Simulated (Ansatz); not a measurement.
CH6F2O2Si2 (`O[SiH](O)C[SiH](F)F`), relaxed with RKS PBE0-D4/def2-TZVP in Ansatz 0.2.0 from a GFN2-xTB geometry. The force threshold is 0.005 eV/Å; the program also tests the step.

The species carries charge 0 and has multiplicity 1.

Start:

```xyz
13

O     0.449    1.374   -1.470
Si   -0.017    1.403    0.085
O    -1.612    1.649    0.125
C     0.467   -0.234    0.963
Si    0.036   -1.771   -0.019
F     0.912   -1.783   -1.366
F    -1.452   -1.668   -0.610
H     1.234    0.919   -1.761
H     0.518    2.548    0.803
H    -2.197    1.132   -0.424
H    -0.028   -0.259    1.932
H     1.536   -0.228    1.173
H     0.155   -3.083    0.570
```

```tsv
step	energy (eV)	largest force (eV/Å)	largest move (Å)
1	-26412.9066	1.132	0.000
2	-26412.9940	0.480	0.074
3	-26413.0194	0.216	0.051
4	-26413.0276	0.091	0.042
5	-26413.0319	0.150	0.058
6	-26413.0344	0.287	0.048
7	-26413.0376	0.417	0.052
8	-26413.0455	0.272	0.153
9	-26413.0518	0.196	0.054
10	-26413.0607	0.062	0.115
11 (rejected)	-26413.0225	1.241	0.050
12	-26413.0619	0.028	0.025
13	-26413.0627	0.146	0.096
14	-26413.0635	0.050	0.014
15	-26413.0638	0.007	0.019
16	-26413.0638	0.002	0.007
17	-26413.0638	0.005	0.011
```

End:

```xyz
13

O     0.918    1.528   -1.292
Si    0.047    1.424    0.091
O    -1.574    1.534   -0.110
C     0.446   -0.207    0.942
Si   -0.024   -1.679   -0.040
F     0.713   -1.605   -1.457
F    -1.587   -1.599   -0.366
H     0.996    0.750   -1.848
H     0.432    2.596    0.896
H    -2.057    0.757   -0.400
H    -0.077   -0.242    1.904
H     1.522   -0.246    1.147
H     0.245   -3.012    0.532
```

Hardware: 2 threads of an AMD EPYC 7R13 on a shared host and a share of an NVIDIA H100 80 GB. Wall time 49 s, peak host memory 0.96 GiB.
